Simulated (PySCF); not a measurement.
Compound: C7H7FO.
Z-matrix (Å and degrees, PBE0-D3(BJ)/def2-SVP geometry), rows numbered from 1:
```
C 
O   1  1.4001
C   2  1.3459  1  118.82
C   3  1.4033  2  116.51  1  -179.95
C   4  1.3876  3  119.87  2   179.94
C   5  1.3973  4  121.22  3     0.00
C   6  1.3859  5  117.78  4     0.03
F   7  1.3330  6  119.43  5   179.99
C   7  1.3919  6  122.71  5    -0.02
H   1  1.1043  2  111.82  3   -61.29
H   1  1.1043  2  111.81  3    60.90
H   1  1.0972  2  106.69  3   179.81
H   4  1.0908  3  118.35  2    -0.02
H   5  1.0925  4  119.40  3  -179.98
H   6  1.0904  5  122.35  4   180.00
H   9  1.0890  3  122.94  2     0.07
```

Linear response at PBE0/def2-SVPD (PySCF, frozen core in the response, non-relativistic).

Static isotropic polarisability: 86.35 au (12.80 Å³), principal values 54.0, 92.0, 113.0 au.

What is the polarisability at 1064 nm and at the sodium D line?

87.34 au at 1064 nm (+1.1 %), 89.76 au at 589.3 nm (+3.9 %). The rise at 589.3 nm is 3.44 times that at 1064 nm; a pure ω² law gives 3.26. The lowest singlet lies at 239 nm, shorter than both wavelengths.

What is the isotropic C6 coefficient between two such molecules, C6 = (3/π)∫α(iω)² dω?

2954 au (Eh·bohr⁶) by a ten-point quadrature over imaginary frequencies, which is 1760 eV·Å⁶ or 170 J·nm⁶/mol.

Which effective excitation energy ω̄ makes London's formula C6 = (3/4)α²ω̄ exact here?

ω̄ = 4·C6/(3α²) = 0.528 Eh = 14.4 eV. A one-pole form α(ω) = α/(1 − ω²/ω̄²) fitted to the 1064 nm value gives 10.9 eV. London's choice of the ionisation energy (8.45 eV, ΔSCF at the same level) gives C6 = 1740 au, 41 % too low.

What molar refraction at the D line follows from R = (4π/3)·N_A·α′, with α′ the polarisability volume?

α′ = 13.30 Å³ gives R = 33.55 cm³/mol, for isolated, non-vibrating species.

What n − 1 at the D line would an ideal gas of it have at 273.15 K and 1 atm (2.6868 × 10¹⁹ cm⁻³), by n − 1 = 2π·N·α′?

22.45 × 10⁻⁴, a formal value whether or not that pressure can be reached.

How anisotropic is the static polarisability, by Δα² = ½[(α1 − α2)² + (α2 − α3)² + (α3 − α1)²]?

Δα = 51.8 au, or 0.60 of the isotropic value.

The lowest 6 singlets have (eV, f): 5.18, 0.028; 5.92, 0.084; 6.37, 0.008; 6.75, 0.397; 6.80, 0.003; 6.92, 0.567. What share of the static polarisability do they carry in the sum over states α = Σ f/ω²?

17.97 au, 20.8 % of α; the largest term, 8.76 au, is that of the state at 6.92 eV. Their oscillator strengths add up to 1.09. Higher states carry the rest.

How many electrons N does the Slater–Kirkwood formula C6 = (3/4)·√N·α^(3/2) need to give this C6?

N = (4·C6/3)²/α³ = 24.1; the species has 66 electrons in all.

The run took 52 s of wall time on an Arm Neoverse V1 with one thread, shared host. This is the whole response run at PBE0/def2-SVPD, SCF included.

One conformer stands for the species.
